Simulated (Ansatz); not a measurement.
# Molecular dynamics of H$_{3}$NS$_{2}$Si

Input file:

```yaml
crystal:
  periodic: [false, false, false]
  atoms:
    - { symbol: "N", position_ang: [-0.784297, 0.841058, -0.167292] }
    - { symbol: Si, position_ang: [0.530298, -0.130599, -0.039968] }
    - { symbol: S, position_ang: [0.773712, -1.352204, 1.683883] }
    - { symbol: S, position_ang: [0.244321, -2.250621, -0.143043] }
    - { symbol: H, position_ang: [-0.679029, 1.827874, -0.340839] }
    - { symbol: H, position_ang: [-1.744667, 0.4798, -0.369772] }
    - { symbol: H, position_ang: [1.820233, 0.518418, -0.407877] }
basis:
  gaussian: { orbitals: def2-SVP }
hamiltonian:
  xc: pbe0
  dispersion: d4
md:
  timestep: 0.5
  n_steps: 100
  ensemble: nvt_langevin
  temperature: 300.0
  initial_velocities: maxwell_boltzmann
  seed: 796100
  friction: 0.001
scf:
  lower_state_search: "off"
```

Run as:

```bash
$ ansatz run input.yaml --threads 1 --pin off --max-ram 2048MiB --backend cpu --events-out ev --progress --plain --runs-dir out
```

It goes on from the last frame of an earlier run, with new velocities.

Output, in part (step lines, the closing report, with atoms numbered from 0):

```
md step     0: t =     0.00 fs  T =   257.1 K  F+E_penalty+E_count = -31065.71853128 eV  E_kin = 0.232668 eV  (16 SCF iters)
md step    33: t =    16.50 fs  T =   291.8 K  F+E_penalty+E_count = -31065.74617959 eV  E_kin = 0.263995 eV  (15 SCF iters)
md step    34: t =    17.00 fs  T =   301.2 K  F+E_penalty+E_count = -31065.74494027 eV  E_kin = 0.272517 eV  (15 SCF iters)
md step    35: t =    17.50 fs  T =   302.6 K  F+E_penalty+E_count = -31065.74866620 eV  E_kin = 0.273837 eV  (16 SCF iters)
md step    36: t =    18.00 fs  T =   317.2 K  F+E_penalty+E_count = -31065.75856629 eV  E_kin = 0.287011 eV  (15 SCF iters)
md step    37: t =    18.50 fs  T =   339.7 K  F+E_penalty+E_count = -31065.77337432 eV  E_kin = 0.307328 eV  (15 SCF iters)
md step    38: t =    19.00 fs  T =   358.9 K  F+E_penalty+E_count = -31065.78986301 eV  E_kin = 0.324779 eV  (21 SCF iters)
md step    39: t =    19.50 fs  T =   372.1 K  F+E_penalty+E_count = -31065.80400663 eV  E_kin = 0.336729 eV  (21 SCF iters)
[... lines left out ...]
md step    97: t =    48.50 fs  T =   224.5 K  F+E_penalty+E_count = -31065.63720763 eV  E_kin = 0.203119 eV  (15 SCF iters)
md step    98: t =    49.00 fs  T =   225.5 K  F+E_penalty+E_count = -31065.63821896 eV  E_kin = 0.204078 eV  (15 SCF iters)
md step    99: t =    49.50 fs  T =   235.7 K  F+E_penalty+E_count = -31065.64598946 eV  E_kin = 0.213241 eV  (15 SCF iters)
md step   100: t =    50.00 fs  T =   249.9 K  F+E_penalty+E_count = -31065.65834849 eV  E_kin = 0.226093 eV  (15 SCF iters)
Total energy: -31065.65836904 eV, -1141.6418880029 hartree
Atom 0 at    -0.661156     0.937462    -0.376302 Å, force     1.952544    -0.728519     0.395790 eV/Å
Atom 1 at     0.640515    -0.173648     0.135531 Å, force    -1.688218     2.044664    -1.090027 eV/Å
Atom 2 at     0.689767    -1.436247     1.796517 Å, force    -0.382712    -0.499141    -0.435024 eV/Å
Atom 3 at     0.222003    -2.169679    -0.343221 Å, force     0.449664    -0.052465     0.856591 eV/Å
Atom 4 at    -0.491005     1.863953    -0.757509 Å, force     0.380832    -0.136662     0.172663 eV/Å
Atom 5 at    -1.584870     0.901563    -0.012863 Å, force    -0.978113    -0.393292     0.330737 eV/Å
Atom 6 at     1.867116     0.609499    -0.105921 Å, force     0.266002    -0.234586    -0.230730 eV/Å
Dipole moment:    -0.114153     0.631215    -0.129935 e Å
```

The steps, from the saved trajectory:

```json
{"time (fs)": "0", "T (K)": "257", "potential energy less start (eV)": "0.000"}
{"time (fs)": "1.5", "T (K)": "327", "potential energy less start (eV)": "-0.066"}
{"time (fs)": "3", "T (K)": "341", "potential energy less start (eV)": "-0.080"}
{"time (fs)": "4.5", "T (K)": "363", "potential energy less start (eV)": "-0.094"}
{"time (fs)": "6", "T (K)": "386", "potential energy less start (eV)": "-0.123"}
{"time (fs)": "7.5", "T (K)": "365", "potential energy less start (eV)": "-0.102"}
{"time (fs)": "9", "T (K)": "330", "potential energy less start (eV)": "-0.068"}
{"time (fs)": "10.5", "T (K)": "315", "potential energy less start (eV)": "-0.054"}
{"time (fs)": "12", "T (K)": "286", "potential energy less start (eV)": "-0.025"}
{"time (fs)": "13.5", "T (K)": "289", "potential energy less start (eV)": "-0.016"}
{"time (fs)": "15", "T (K)": "300", "potential energy less start (eV)": "-0.036"}
{"time (fs)": "16.5", "T (K)": "292", "potential energy less start (eV)": "-0.028"}
{"time (fs)": "18", "T (K)": "317", "potential energy less start (eV)": "-0.040"}
{"time (fs)": "19.5", "T (K)": "372", "potential energy less start (eV)": "-0.085"}
{"time (fs)": "21", "T (K)": "379", "potential energy less start (eV)": "-0.096"}
{"time (fs)": "22.5", "T (K)": "405", "potential energy less start (eV)": "-0.097"}
{"time (fs)": "24", "T (K)": "402", "potential energy less start (eV)": "-0.096"}
{"time (fs)": "25.5", "T (K)": "361", "potential energy less start (eV)": "-0.053"}
{"time (fs)": "27", "T (K)": "326", "potential energy less start (eV)": "-0.026"}
{"time (fs)": "28.5", "T (K)": "326", "potential energy less start (eV)": "-0.020"}
{"time (fs)": "30", "T (K)": "267", "potential energy less start (eV)": "0.031"}
{"time (fs)": "31.5", "T (K)": "227", "potential energy less start (eV)": "0.065"}
{"time (fs)": "33", "T (K)": "231", "potential energy less start (eV)": "0.058"}
{"time (fs)": "34.5", "T (K)": "225", "potential energy less start (eV)": "0.064"}
{"time (fs)": "36", "T (K)": "242", "potential energy less start (eV)": "0.046"}
{"time (fs)": "37.5", "T (K)": "292", "potential energy less start (eV)": "0.014"}
{"time (fs)": "39", "T (K)": "297", "potential energy less start (eV)": "0.016"}
{"time (fs)": "40.5", "T (K)": "305", "potential energy less start (eV)": "0.015"}
{"time (fs)": "42", "T (K)": "328", "potential energy less start (eV)": "-0.004"}
{"time (fs)": "43.5", "T (K)": "292", "potential energy less start (eV)": "0.024"}
{"time (fs)": "45", "T (K)": "263", "potential energy less start (eV)": "0.055"}
{"time (fs)": "46.5", "T (K)": "258", "potential energy less start (eV)": "0.059"}
{"time (fs)": "48", "T (K)": "232", "potential energy less start (eV)": "0.077"}
{"time (fs)": "49.5", "T (K)": "236", "potential energy less start (eV)": "0.073"}
```

The run went to its last step. A run of 0.05 ps of so small a system gives no equilibrium averages.

The same pairs are bonded in the first frame and the last. Pairs count as bonded within 1.25 times the sum of covalent radii (0.12 Å more for H–H).

Last frame:

```xyz
7
Properties=species:S:1:pos:R:3
N -0.661 0.938 -0.376
Si 0.640 -0.174 0.136
S 0.690 -1.436 1.796
S 0.222 -2.170 -0.343
H -0.491 1.864 -0.757
H -1.585 0.902 -0.013
H 1.867 0.610 -0.106
```

Time of the run: 4.1 min on 1 thread of Intel(R) Xeon(R) Platinum 8259CL CPU @ 2.50GHz (Skylake/Cascade Lake), on a shared host, peak memory 0.17 GiB.
